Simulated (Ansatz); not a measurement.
The cluster Cr₄N₄. Charge 0, multiplicity 1. Geometry PBE-D4/def2-SVP.

Cartesian coordinates in Å:
```
Cr 0.0199 -1.1795 0.7213
Cr -0.3477 1.0904 0.1546
Cr 1.0056 0.2292 -1.0422
Cr -1.5195 -0.7662 -0.5241
N -2.0309 0.8392 -0.4372
N 0.2883 -1.4484 -0.9957
N 0.8811 0.5414 1.5440
N 1.7032 0.6939 0.5794
```

The restricted singlet is unstable towards broken spin symmetry in Hartree–Fock (as tested in another run); at LDA (SPW92)/def2-TZVP, PBE-D4/def2-SVP, r2SCAN-D4/def2-TZVP, PBE0-D4/def2-TZVP and others this wasn't settled. At PBE0-D4/def2-TZVP a quintet of charge 0 lies 6.96 eV below the restricted singlet, each at its own geometry. That quintet is doubtful there (⟨S²⟩ 11.21, where a pure state has 6.00). The structure comes from a short search, and lower isomers may exist.

**Question.** Estimate the orbital energies around the gap (eV) in Ansatz with LDA (SPW92)/def2-TZVP, PBE-D4/def2-SVP, r2SCAN-D4/def2-TZVP, PBE0-D4/def2-TZVP, BHLYP-D4/def2-TZVP.

**Answer.** 
```
orbital  LDA (SPW92)/def2-TZVP  PBE-D4/def2-SVP  r2SCAN-D4/def2-TZVP  PBE0-D4/def2-TZVP  BHLYP-D4/def2-TZVP
 HOMO−9                  -7.34            -6.84                -7.29              -8.37               -9.68
 HOMO−8                  -6.93            -6.38                -6.76              -7.69               -9.42
 HOMO−7                  -6.43            -5.92                -6.35              -7.49               -8.95
 HOMO−6                  -6.33            -5.81                -6.18              -7.15               -8.54
 HOMO−5                  -5.86            -5.30                -5.67              -6.56               -8.06
 HOMO−4                  -5.69            -5.14                -5.45              -6.32               -7.81
 HOMO−3                  -5.24            -4.70                -5.06              -6.07               -7.49
 HOMO−2                  -4.96            -4.45                -4.75              -5.66               -7.05
 HOMO−1                  -4.64            -4.10                -4.46              -5.41               -6.69
   HOMO                  -4.31            -3.78                -4.09              -5.04               -6.13
   LUMO                  -3.79            -3.24                -3.36              -2.60               -1.61
 LUMO+1                  -3.56            -3.03                -3.11              -2.35               -1.47
 LUMO+2                  -3.50            -2.94                -3.09              -2.15               -1.12
 LUMO+3                  -3.32            -2.77                -2.92              -2.08               -0.96
 LUMO+4                  -3.17            -2.61                -2.76              -1.95               -0.73
 LUMO+5                  -3.02            -2.46                -2.60              -1.81               -0.51
```
